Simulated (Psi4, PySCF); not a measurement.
Intermolecular potential of CH3Cl ··· F4Si (SMILES CCl and F[Si](F)(F)F). Monomers: optimised at B3LYP-D3(BJ) (def2-TZVP), held rigid. Orientation: a random orientation, not optimised. The monomers approach along the line of their centres of mass (distance R); nothing else relaxes.

Geometry at R = 4.38 Å (first 5 atoms: monomer A):
```
10

C     -0.1538    -0.0002    -0.0007
Cl     1.6406     0.0021     0.0074
H     -0.4910    -0.5522    -0.8727
H     -0.4991    -0.4787     0.9107
H     -0.4967     1.0291    -0.0447
F     -0.8883    -1.7577     3.8272
Si     0.6262    -1.4613     4.1027
F      1.1262    -2.3633     5.2830
F      1.4643    -1.7737     2.8154
F      0.8025     0.0488     4.4852
```

Levels of theory: RKS-B3LYP/6-31G* = restricted B3LYP/6-31G*, spherical d, no counterpoise correction (PySCF); MP2/aug-cc-pVDZ = DF-MP2/aug-cc-pVDZ, frozen core, counterpoise-corrected in Psi4 1.11; SAPT0/jun-cc-pVDZ, frozen core (Psi4).

Interaction energies in kcal/mol:

```
R / Å  RKS-B3LYP/6-31G*  MP2/aug-cc-pVDZ
-----  ----------------  ---------------
3.77               2.87             3.92
3.98               0.83             1.58
4.18               0.06             0.56
4.38              -0.17             0.10
4.54              -0.17            -0.05
4.77              -0.09            -0.13
5.12               0.04            -0.12
5.37               0.09            -0.09
5.89               0.10            -0.04
6.60               0.06            -0.01
7.61               0.03             0.00
8.85               0.01             0.00
```

**Question.** What does SAPT0/jun-cc-pVDZ give at the same points?

**Answer.** 3.77: 4.85; 3.98: 2.44; 4.18: 1.30; 4.38: 0.73; 4.54: 0.48; 4.77: 0.29; 5.12: 0.17; 5.37: 0.13; 5.89: 0.09; 6.60: 0.05; 7.61: 0.03; 8.85: 0.01 (kcal/mol).
